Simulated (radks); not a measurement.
Ionisation of the chromium ion Cr2+, [Ar] 3d4, to [Ar] 3d3 as the strength of local exchange is varied. Calculated with a radial shooting solver on a logarithmic mesh with Libxc functionals: non-relativistic Kohn-Sham, Slater X-alpha exchange (alpha = 2/3 is LDA exchange), no correlation, spin-polarised, spherical densities, point nucleus; open shells are filled with parallel spins first.

| alpha | E(Cr2+) (hartree) | exchange (hartree) | IE (eV) | -e of the level emptied (eV) | <r> of it (bohr) |
|---|---|---|---|---|---|
| 0.558 | -1032.27391 | -36.50950 | 28.706 | 21.170 (3d) | 1.265 |
| 0.667 | -1039.42977 | -43.93566 | 31.156 | 23.331 (3d) | 1.217 |
| 0.715 | -1042.59621 | -47.23594 | 32.277 | 24.330 (3d) | 1.197 |
| 0.744 | -1044.51376 | -49.23872 | 32.967 | 24.947 (3d) | 1.186 |
| 0.779 | -1046.83257 | -51.66474 | 33.813 | 25.706 (3d) | 1.173 |
| 0.78 | -1046.89889 | -51.73420 | 33.837 | 25.728 (3d) | 1.172 |
| 0.981 | -1060.31135 | -65.85474 | 38.953 | 30.378 (3d) | 1.104 |

NIST Atomic Spectra Database: 30.96 eV (measured). The Delta-SCF value meets it near alpha = 0.66. Open shells are spherical and high-spin; term and fine-structure splittings are not resolved.
